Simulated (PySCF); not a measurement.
Compound: C₆H₁₁PS.
Atom-mapped SMILES: `[CH3:1][C:2]1=[CH:3][CH2:4][P@:5]([CH3:6])(=[S:7])[CH2:8]1` (hydrogens: H9, H10, H11 on C1; H12 on C3; H13, H14 on C4; H15, H16, H17 on C6; H18, H19 on C8)

Geometry (PBE0-D3(BJ)/def2-SVP, Å), atoms numbered from 1 in this order:
```
atom  x, y, z in Å
C1     2.581   -0.169   -0.630
C2     1.235    0.174   -0.086
C3     0.539    1.286   -0.383
C4    -0.790    1.473    0.285
P5    -1.190   -0.213    0.930
C6    -1.933   -1.062   -0.500
S7    -2.196   -0.384    2.584
C8     0.574   -0.759    0.896
H9     2.939    0.590   -1.339
H10    2.561   -1.145   -1.144
H11    3.321   -0.259    0.184
H12    0.928    2.039   -1.076
H13   -0.744    2.157    1.150
H14   -1.584    1.844   -0.383
H15   -2.939   -0.652   -0.663
H16   -2.029   -2.130   -0.257
H17   -1.316   -0.930   -1.401
H18    0.659   -1.822    0.617
H19    0.983   -0.655    1.916
```

The closed-shell ground state was solved at several levels (PySCF, density fitting, gas phase, non-relativistic).

| level | basis functions | total energy (Eh) | HOMO (eV) | LUMO (eV) | gap (eV) | dipole (D) |
| --- | --- | --- | --- | --- | --- | --- |
| PBE0/pcSseg-1 | 205 | -974.2170 | -6.33 | -0.13 | 6.20 | 5.09 |
| CAM-B3LYP/def2-SVPD | 259 | -974.3183 | -7.60 | 0.88 | 8.48 | 5.31 |

(1) Estimate the row for PBE/pcSseg-1, a basis of 205 functions; the other rows only guide the guess.

(2) Over all these levels, which gives the widest orbital gap and which the narrowest?

(3) How far do the dipole and the HOMO energy spread over the levels?

Results:

(1) Total energy -974.1235 Eh, HOMO -5.18 eV, LUMO -1.10 eV, gap 4.08 eV, dipole 4.84 D.

(2) CAM-B3LYP/def2-SVPD (range-separated hybrid) has the widest, 8.48 eV, and PBE/pcSseg-1 (GGA) the narrowest, 4.08 eV. Functional and basis both differ between the two, so the spread mixes both effects.

(3) The dipole runs from 4.84 to 5.31 D (mean 5.08 D) and the HOMO from -7.60 to -5.18 eV.

One conformer stands for the species.
